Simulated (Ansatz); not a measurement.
`OC/C(O)=N\[SiH3]` → 2 C• + 7 H• + N• + 2 O• + Si•  (atomization)

Program: Ansatz. Geometries: PBE0-D4/def2-TZVP. ΔE: electronic, gas phase. CBS: MP2 limit from def2 TZ/QZ plus the TZ coupled-cluster correction, frozen cores. This one scheme is used for every species, atoms too. Functionals use def2-TZVPP. B3LYP here is the variant with VWN-RPA as its local correlation; programs differ in this. No spin–orbit coupling; open shells (•) take unrestricted orbitals. Spin–orbit coupling would lower the free atoms: a little for C, O, Si. Each species was taken in one conformer, which may not be the lowest.

`OC/C(O)=N\[SiH3]`:

```xyz
13

O    -0.688   -0.931    1.295
C    -0.556   -1.404   -0.012
C     0.094   -0.409   -0.944
O     0.155   -0.931   -2.182
N     0.534    0.737   -0.692
Si    0.644    1.637    0.777
H    -1.403   -0.289    1.330
H     0.078   -2.295    0.022
H    -1.511   -1.717   -0.453
H     0.591   -0.267   -2.734
H    -0.686    1.879    1.412
H     1.186    2.972    0.415
H     1.563    1.017    1.765
```

```
             level  ΔE (kcal/mol)  difference from CCSD(T)/CBS
            PBE-D4         1205.2                         30.7
         r2SCAN-D4         1176.0                          1.5
          B3LYP-D4         1175.4                          0.9
           ωB97X-V         1179.8                          5.3
           ωB97M-V         1179.7                          5.2
            B2PLYP         1161.5                        -13.0
               PBE         1198.5                         24.0
            r2SCAN         1174.3                         -0.2
              PBE0         1169.0                         -5.5
             B3LYP         1164.8                         -9.7
   CCSD/def2-TZVPP         1118.7                        -55.8
     HF/def2-QZVPP          812.8                       -361.7
SCS-MP2/def2-QZVPP         1181.8                          7.3
      HF/CBS(def2)          813.1                       -361.4
     MP2/CBS(def2)         1198.5                         24.0
    CCSD/CBS(def2)         1153.7                        -20.8
       CCSD(T)/CBS         1174.5                            0
```

Largest T1 diagnostic among the species: 0.013.

The D4 term adds +10.6 kcal/mol with B3LYP and +5.6 kcal/mol with PBE0; it sums over pairs of atoms, weighted by their polarisabilities, and B3LYP, whose exchange is more repulsive, gets the larger term. From PBE to PBE0 (25 % exact exchange), in def2-TZVPP and without D4, ΔE moves by −29.6 kcal/mol: exact exchange takes away binding that semilocal exchange gives to molecules.

For atomizations the MP2-based limit and the directly extrapolated one differ by several kJ/mol either way, and by 10 to 25 for some Ge, Se and Sn compounds, so smaller differences from it don't rank the levels.
